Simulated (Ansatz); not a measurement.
CH4OSi, SMILES `C[Si]O` (lower singlet; C–Si–O–H torsion 0°) (charge 0, multiplicity 1). This singlet lies 1.86 eV below the relaxed triplet at the level frozen-core CCSD(T)/cc-pVTZ // B3LYP-D3(BJ)/def2-TZVP (Ansatz, a quantum-chemistry and plane-wave program).

Cartesian coordinates (Å):
SMILES: C[Si]O
```xyz
7

C     -0.8416     0.0846     0.1671
Si     0.5115    -1.1266     0.7725
O      1.8708    -0.3993     0.1518
H     -1.8427    -0.2134     0.4860
H     -0.8388     0.1422    -0.9284
H     -0.6514     1.0956     0.5478
H      1.7922     0.4170    -0.3567
```
Charge 0, multiplicity 1.

The restricted HF start is unstable towards unrestricted orbitals.

Question: Give the natural occupations of the active orbitals, the CASSCF energy and the corrected energy for frozen-core fic-MRCISD+Q@CASSCF(2e,2o)/cc-pVTZ // B3LYP-D3(BJ)/def2-TZVP run with Ansatz.

Answer: 
```yaml
natural_occupations: 1.91, 0.09
CASSCF energy: -404.0779 Ha
corrected_energy: -404.6123 Ha
weight_of_the_reference: 0.885
```
